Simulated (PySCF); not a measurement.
Relaxation of singlet [PbBr3]+

Method: PySCF, PBE0, basis Pb def2-TZVP with ECP60, Br def2-TZVP (scalar-relativistic core potentials, no spin–orbit coupling, density fitting). A (50,194) grid was used.

A hand-made trigonal pyramidal start, of C3v symmetry, held to at least that symmetry:

Coordinates in bohr (charge 1 multiplicity 1):
```
Pb    0.0000    0.0000   -1.1941
Br    4.2187   -0.0001    1.0490
Br   -2.1093    3.6536    1.0490
Br   -2.1094   -3.6535    1.0490
```

(1) What does it relax to?

(2) How much energy is released, and in how many steps?

Results:

(1) It ends at D3h with Pb–Br 2.470 Å (×3); Br–Pb–Br 120.0° (×3). A frequency run shows a minimum. Other isomers or separated fragments may lie lower.

(2) 108.3 kJ/mol in 7 steps.

Spin–orbit coupling, left out here, can matter for elements this heavy.
